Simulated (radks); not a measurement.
Valence configurations of La III (all share [Xe]). All-electron calculation, Dirac Kohn-Sham, LDA (Slater exchange, Perdew-Wang correlation), spin-unpolarised, spherical densities, finite nucleus; open shells fill j = l - 1/2 first; Fermi nuclear charge, rms radius 4.855 fm. Program: a radial shooting solver on a logarithmic mesh with Libxc functionals. Energies are relative to 5d1; eigenvalues in eV.

valence      E (eV)  e(4f5/2)  e(5d3/2)  e(6p1/2)  e(6s1/2)
5d1           0.000         -   -14.970         -         -
4f1          -0.488   -12.212         -         -         -
6p1           5.054         -         -   -11.866         -
4f0.5 5d0.5  -0.706   -14.636   -14.205         -         -
5d0.5 6p0.5   2.425         -   -16.187   -11.161         -
5d0.5 6s0.5   0.701         -   -15.846         -   -14.338
6s1           1.520         -         -         -   -14.930

NIST lists [Xe] 5d1 as the ground configuration; this level of theory puts 4f0.5 5d0.5 lower, by 0.706 eV. The energies are those of spherical spin-averaged densities, not of single terms.
